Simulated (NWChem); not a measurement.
System: CH₆GaNO; SMILES C[O][GaH][NH2]

```xyz
10

Ga    -0.4109     0.5366    -0.0012
H     -1.7291     1.3642     0.0432
O     -0.5432    -1.2644     0.0049
C      0.6031    -2.0923     0.0019
H      1.2357    -1.9380     0.8898
H      0.2743    -3.1390     0.0046
H      1.2291    -1.9431    -0.8924
N      1.2739     1.2501     0.0307
H      1.4325     2.2370    -0.1258
H      2.1049     0.7017    -0.1475
```
Atoms are numbered in this order, from 1.

Computed with NWChem. Structure relaxed at the B3LYP/6-31G* (spherical d) level.

**Question.** Among these, which level gives the lowest value of “orbital gap (eV)”?
(A) Hartree-Fock/aug-cc-pVDZ
(B) Hartree-Fock/cc-pVDZ
(C) Hartree-Fock/cc-pVTZ

**Answer.** A, Hartree-Fock/aug-cc-pVDZ. Values: Hartree-Fock/aug-cc-pVDZ 11.66; Hartree-Fock/cc-pVTZ 13.21; Hartree-Fock/cc-pVDZ 13.35
